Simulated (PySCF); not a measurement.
Polarisability and C₆ of Ar³⁺ (argon, charge +3)

[Ne] 3s2 3p3, high-spin 4S determinant. Computed with PySCF 2.14 in aug-cc-pV(T+d)Z, with no relativity, point nucleus. Coupled (time-dependent) response in atomic units; α is the mean over directions.

```json
{"method": "UHF", "mean α (bohr³)": "3.707", "C₆ (like pair)": "10.07", "S(−4)": "5.013"}
{"method": "PBE", "mean α (bohr³)": "3.604", "C₆ (like pair)": "9.789", "S(−4)": "4.268"}
{"method": "PBE0", "mean α (bohr³)": "3.614", "C₆ (like pair)": "9.811", "S(−4)": "4.361"}
{"method": "M06-2X", "mean α (bohr³)": "3.747", "C₆ (like pair)": "10.02", "S(−4)": "5.359"}
{"method": "wB97X", "mean α (bohr³)": "3.559", "C₆ (like pair)": "9.633", "S(−4)": "4.115"}
```

S(−4) is the Cauchy moment in α(ω) = α(0) + S(−4) ω² + …

α(iu) at UHF:

| u (hartree) | α(iu) (bohr³) |
| --- | --- |
| 0 | 3.707 |
| 0.0500 | 3.694 |
| 0.100 | 3.658 |
| 0.200 | 3.523 |
| 0.300 | 3.329 |
| 0.500 | 2.862 |
| 0.750 | 2.284 |
| 1.00 | 1.801 |
| 1.50 | 1.145 |
| 2.00 | 0.7750 |
| 3.00 | 0.4213 |
| 5.00 | 0.1895 |

A single London oscillator, α(iu) = α/(1 + u²/ω²), gives C₆ = (3/4) ω α². Matching the computed C₆ needs ω = 4 × 10.07 / (3 × 3.707²) = 0.977 hartree.

For an ion, C₆ is the dispersion term alone; charge-induced terms of lower order in 1/R come first.
